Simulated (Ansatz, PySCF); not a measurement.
This PySCF input computes a PBE0/def2-TZVPD energy:

```python
from pyscf import gto, scf, dft

mol = gto.M(
    atom='''
    C    -1.40916793    0.00647897   -0.08550346
    C    -0.72694938   -1.29038233   -0.07665507
    C     0.57325830   -1.43639741   -0.00128586
    C     1.32129525   -0.12588958    0.07715747
    S     0.03029492    1.19687383    0.03195150
    H    -1.96385016    0.19460360   -1.00497534
    H    -2.07165256    0.14999280    0.76831717
    H     1.10380043   -2.37958149    0.00723926
    H     1.89444389   -0.04116540    1.00193854
    H     2.00192215    0.00331125   -0.76602208
    ''',
    basis='def2-tzvpd',
    charge=0,
    spin=1,
    verbose=4,
)

mf = dft.UKS(mol, xc='pbe0').density_fit(auxbasis='def2-universal-jkfit')
mf.grids.level = 3
mf.conv_tol = 1e-9
mf.max_cycle = 100
mf.max_memory = 1500
mf.kernel()
if not mf.converged:
    mf = mf.newton()
    mf.kernel(mf.make_rdm1())
for _ in range(2):
    mo, _, stable, _ = mf.stability(return_status=True)
    if stable:
        break
    mf.kernel(mf.make_rdm1(mo, mf.mo_occ))
mf.analyze()
```

Question: Write an input for the same energy in Ansatz (a program for electronic structure) and say what it gives.

Answer: 
Ansatz 0.2 input:
```yaml
crystal:
  periodic: [false, false, false]
  atoms:
    - {symbol: C, position_ang: [-1.40916793, 0.00647897, -0.08550346]}
    - {symbol: C, position_ang: [-0.72694938, -1.29038233, -0.07665507]}
    - {symbol: C, position_ang: [0.57325830, -1.43639741, -0.00128586]}
    - {symbol: C, position_ang: [1.32129525, -0.12588958, 0.07715747]}
    - {symbol: S, position_ang: [0.03029492, 1.19687383, 0.03195150]}
    - {symbol: H, position_ang: [-1.96385016, 0.19460360, -1.00497534]}
    - {symbol: H, position_ang: [-2.07165256, 0.14999280, 0.76831717]}
    - {symbol: H, position_ang: [1.10380043, -2.37958149, 0.00723926]}
    - {symbol: H, position_ang: [1.89444389, -0.04116540, 1.00193854]}
    - {symbol: H, position_ang: [2.00192215, 0.00331125, -0.76602208]}
basis:
  gaussian:
    orbitals: def2-TZVPD
hamiltonian:
  xc: {name: PBE0}
magnetization: {spin_polarized: true, initial_magnetization: 1}
output: {forces: true}
```
It gives -553.26298 Eh, and PySCF -553.26302 Eh, a difference of 0.04 mEh, from the treatment of integrals and grids.

It need not be the lowest isomer of its formula.
